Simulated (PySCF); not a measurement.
A PySCF script (with the pyscf-properties extension) for the NMR shieldings of SMILES O=S1(=O)C=C(F)C(C(F)F)=C1, C5H3F3O2S, on a GFN2-xTB geometry:

```python
import basis_set_exchange as bse
import numpy as np
from pyscf import gto, dft
from pyscf.prop import nmr

atoms = """
O    -2.713424   -0.501929    1.169351
S    -1.918728   -0.619669   -0.013280
O    -2.409482   -1.420834   -1.089321
C    -1.426123    1.014879   -0.594999
C    -0.116539    1.113421   -0.427954
F     0.623478    2.186146   -0.716151
C     0.572593   -0.057426    0.131928
C     2.072155   -0.024367    0.304897
F     2.472340   -0.956211    1.193570
F     2.681715   -0.321297   -0.866404
C    -0.223960   -1.081019    0.410381
H    -2.106952    1.743094   -0.984323
H     2.443211    0.957959    0.639092
H     0.049039   -2.033219    0.821048
"""
names = dict.fromkeys(["O", "S", "C", "F", "H"], "pcSseg-1")
basis = {el: gto.basis.parse(bse.get_basis(n, elements=[el], fmt="nwchem")) for el, n in names.items()}
mol = gto.M(atom=atoms, basis=basis, charge=0, verbose=0)
mf = dft.RKS(mol, xc="PBE0")
mf.grids.level = 2
mf.grids.alignment = dft.numint.BLKSIZE   # the property module wants whole blocks of grid points
mf.conv_tol = 1e-9
mf.kernel()

calc = nmr.RKS(mf)   # GIAO
C = mf.mo_coeff
Co = C[:, mf.mo_occ > 0]
resp = mf.gen_response(singlet=True, hermi=2)
def vind(x):   # induced exchange potential for any number of trial vectors
    d = np.einsum("pi,xij,qj->xpq", C, 2 * x.reshape(-1, C.shape[1], Co.shape[1]), Co, optimize=True)
    return np.einsum("xpq,pi,qj->xij", resp(d - d.transpose(0, 2, 1)), C, Co, optimize=True).ravel()
mo1, _ = nmr.rhf.solve_mo1(calc, with_cphf=vind)
sigma = calc.kernel(mo1)
for i, s in enumerate(sigma):   # ppm
    w = np.linalg.eigvalsh((s + s.T) / 2)
    print("%2d %-2s iso %8.1f  s11 %8.1f  s22 %8.1f  s33 %8.1f" % (i, mol.atom_pure_symbol(i), w.mean(), *w))
```

Task: What does it print?

Result: 
```
 0 O  iso    145.4  s11     70.3  s22     89.8  s33    276.1
 1 S  iso    189.6  s11     57.7  s22    171.2  s33    339.9
 2 O  iso    141.1  s11     71.7  s22     90.7  s33    261.0
 3 C  iso     65.9  s11     -6.0  s22     70.9  s33    132.8
 4 C  iso     17.0  s11    -75.1  s22     54.4  s33     71.6
 5 F  iso    302.5  s11    217.9  s22    270.8  s33    418.9
 6 C  iso     46.6  s11    -54.4  s22     60.1  s33    134.0
 7 C  iso     72.8  s11     53.4  s22     69.5  s33     95.4
 8 F  iso    320.9  s11    211.3  s22    347.6  s33    403.7
 9 F  iso    296.6  s11    196.7  s22    324.1  s33    369.0
10 C  iso     41.2  s11    -46.8  s22     43.3  s33    127.2
11 H  iso     25.3  s11     24.3  s22     25.4  s33     26.2
12 H  iso     24.8  s11     22.1  s22     24.5  s33     27.9
13 H  iso     24.7  s11     22.9  s22     23.9  s33     27.3
```

These numbers come from an equivalent density-fitted implementation of the same equations, which agrees with the script to about 0.01 ppm for H and up to a few tenths of a ppm for heavy atoms, so last digits may differ.

Task: Turn these shieldings into chemical shifts. References, each an isolated molecule treated in the same way: ¹⁷O (σ = 336.08 ppm) against H2O; CS2 for ³³S (σ = 503.73 ppm); ¹³C (σ = 186.93 ppm), ¹H (σ = 31.72 ppm) vs TMS; ¹⁹F (σ = 170.95 ppm) vs CFCl3.

Result: Averaging equivalent atoms: O 0/2: 192.8; S 1: 314; C 4: 170.0; C 10: 145.7; C 6: 140.4; C 3: 121.0; C 7: 114.2; F 5: -131.6; F 8/9: -137.8; H 13: 7.05; H 12: 6.89; H 11: 6.40 ppm. Unscaled 19F shifts against computed CFCl3 carry errors that often reach 10 to 50 ppm. Experimental scales use liquid or dissolved standards, which lie at an offset from isolated H2O (liquid H2O: subtract about 36 ppm).

Size and cost of the density-fitted run: 209 basis functions, 38 s wall time on 1 thread of an Arm Neoverse V1, shared host.
